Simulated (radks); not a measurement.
Values are calculated unless marked as measured or tabulated.
Ionisation of S, [Ne] 3s2 3p4, to S+, [Ne] 3s2 3p3, under several functionals. Dirac Kohn-Sham, spin-unpolarised, spherical densities, finite nucleus; open shells fill j = l - 1/2 first; a radial shooting solver on a logarithmic mesh with Libxc functionals.

functional                                      E(S) (hartree)  Exc (hartree)  IE (eV)  -e(HOMO) (eV)  <r> HOMO (bohr)  IE error (eV)
LDA (Slater exchange, Perdew-Wang correlation)      -397.83474      -24.21732   11.814          7.068            2.076         +1.454
LDA (Slater exchange, VWN5 correlation)             -397.84018      -24.22308   11.816          7.069            2.076         +1.456
SOGGA                                               -398.29874      -24.70032   11.609          6.860            2.075         +1.249
RPBE                                                -399.18729      -25.61593   11.711          6.954            2.077         +1.351
BP86                                                -399.26387      -25.69274   11.818          7.066            2.073         +1.458
AM05                                                -397.96019      -24.34997   11.667          6.913            2.073         +1.307

NIST Atomic Spectra Database: 10.360 eV (measured). Closest: SOGGA. The Delta-SCF values span 0.21 eV, the total energies 1.43 hartree. The highest occupied level is 3p3/2. Spin polarisation and multiplet splitting are left out, so open shells lie too high by an amount that depends on their filling.

Beside tabulated values, note that spin-unpolarised runs miss the spin-polarisation part of the exchange energy of open shells.
